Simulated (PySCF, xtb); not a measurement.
C3H5BN2O, SMILES NB1C=CN=CO1. Other conformers were not sampled.

Harmonic wavenumbers (cm⁻¹) from GFN2-xTB in xtb at its own minimum, in rising order: 146, 274, 283, 441, 458, 460, 513, 579, 652, 750, 798, 800, 895, 919, 936, 1030, 1135, 1156, 1213, 1300, 1332, 1404, 1520, 1524, 1633, 3014, 3037, 3079, 3520, 3569.

### Question
What does PBE-D3(BJ)/def2-SVP in PySCF give at its own minimum? (The exact figures need the calculation; the answer reports its results.)

### Answer
145, 286, 300, 368, 467, 471, 531, 599, 691, 756, 799, 812, 905, 917, 985, 995, 1146, 1185, 1245, 1328, 1368, 1424, 1531, 1559, 1627, 3071, 3095, 3113, 3539, 3649. Paired by order, the mean absolute difference is 26 cm⁻¹ and the zero-point energies are 54.8 and 55.6 kcal/mol.
